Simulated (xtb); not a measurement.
hydrogen fluoride (hydrogen fluoride), singlet, from a rough starting geometry; GFN2-xTB (xtb).

The xtb input:
```
$ xtb mol.xyz --gfn 2 --opt vtight --json

# file mol.xyz
2

F      0.02218476    -0.01862280     0.44527738
H      0.00932547     0.00011413    -0.47216418
```

Problem. What does xtb print? Leave out banner, timings and long lists.

Solution. 
```
   ID    Z sym.   atoms
    1    9 F      1
    2    1 H      2

           -------------------------------------------------
          |                Calculation Setup                |
           -------------------------------------------------

           -------------------------------------------------
          |                 G F N 2 - x T B                 |
           -------------------------------------------------

          ...................................................
          :                      SETUP                      :
          :.................................................:
          :  # basis functions                   5          :
          :  # atomic orbitals                   5          :
          :  # shells                            3          :
          :  # electrons                         8          :
          :  max. iterations                   250          :
          :  Hamiltonian                  GFN2-xTB          :
          :  restarted?                      false          :
          :  GBSA solvation                  false          :
          :  PC potential                    false          :
          :  electronic temp.          300.0000000     K    :
          :  accuracy                    1.0000000          :
          :  -> integral cutoff          0.2500000E+02      :
          :  -> integral neglect         0.1000000E-07      :
          :  -> SCF convergence          0.1000000E-05 Eh   :
          :  -> wf. convergence          0.1000000E-03 e    :
          :  Broyden damping             0.4000000          :
          :  net charge                          0          :
          :  unpaired electrons                  0          :
          ...................................................

 iter      E             dE          RMSdq      gap      omega  full diag
   1     -5.2419699 -0.524197E+01  0.428E+00   18.41       0.0  T
   2     -5.2446310 -0.266112E-02  0.238E+00   17.76       1.0  T
   3     -5.2452667 -0.635669E-03  0.511E-01   17.27       1.0  T
   4     -5.2452846 -0.179199E-04  0.402E-02   17.36       1.8  T
   5     -5.2452848 -0.184013E-06  0.167E-02   17.36       4.2  T
   6     -5.2452848 -0.553365E-08  0.870E-04   17.36      81.3  T
   7     -5.2452848 -0.228206E-09  0.165E-05   17.36    4295.4  T

   *** convergence criteria satisfied after 7 iterations ***

         :::::::::::::::::::::::::::::::::::::::::::::::::::::
[...]
         :: total energy              -5.222666832823 Eh    ::
 * total energy  :    -5.2226668 Eh     change       -0.8615331E-13 Eh
 * total energy  :    -5.2228652 Eh     change       -0.1983271E-03 Eh
 * total energy  :    -5.2228739 Eh     change       -0.8789425E-05 Eh
 * total energy  :    -5.2228740 Eh     change       -0.3015003E-07 Eh
   *** GEOMETRY OPTIMIZATION CONVERGED AFTER 4 ITERATIONS ***
         :: total energy              -5.222873979530 Eh    ::
[...]

         #    Occupation            Energy/Eh            Energy/eV
      -------------------------------------------------------------
         1        2.0000           -0.7925479             -21.5663
         2        2.0000           -0.5506506             -14.9840
         3        2.0000           -0.4926613             -13.4060
         4        2.0000           -0.4926613             -13.4060 (HOMO)
         5                          0.1140683               3.1040 (LUMO)
      -------------------------------------------------------------
                  HL-Gap            0.6067296 Eh           16.5100 eV
             Fermi-level           -0.1892965 Eh           -5.1510 eV

     #   Z          covCN         q      C6AA      α(0)
     1   9 F        0.740    -0.389    13.393     4.322
     2   1 H        0.740     0.389     0.517     1.136

 Mol. C6AA /au·bohr⁶  :         18.929405
 Mol. C8AA /au·bohr⁸  :        307.611715
 Mol. α(0) /au        :          5.457784

Wiberg/Mayer (AO) data.
largest (>0.10) Wiberg bond orders for each atom

 ---------------------------------------------------------------------------
     #   Z sym  total        # sym  WBO       # sym  WBO       # sym  WBO
 ---------------------------------------------------------------------------
     1   9 F    0.848 --     2 H    0.848
     2   1 H    0.848 --     1 F    0.848
 ---------------------------------------------------------------------------

Topologies differ in total number of bonds
Writing topology from bond orders to xtbtopo.mol

molecular dipole:
                 x           y           z       tot (Debye)
 q only:       -0.010       0.014      -0.686
   full:       -0.014       0.020      -0.997       2.535
molecular quadrupole (traceless):
                xx          xy          yy          xz          yz          zz
 q only:       -0.018       0.001      -0.018      -0.030       0.017       0.035
  q+dip:        0.004       0.001       0.005      -0.045       0.027      -0.009
   full:       -0.002       0.001      -0.002      -0.045       0.027       0.005

optimized geometry written to: xtbopt.xyz

           -------------------------------------------------
          | TOTAL ENERGY               -5.222873979530 Eh   |
          | GRADIENT NORM               0.000134694029 Eh/α |
          | HOMO-LUMO GAP              16.509953592772 eV   |
           -------------------------------------------------

normal termination of xtb
```
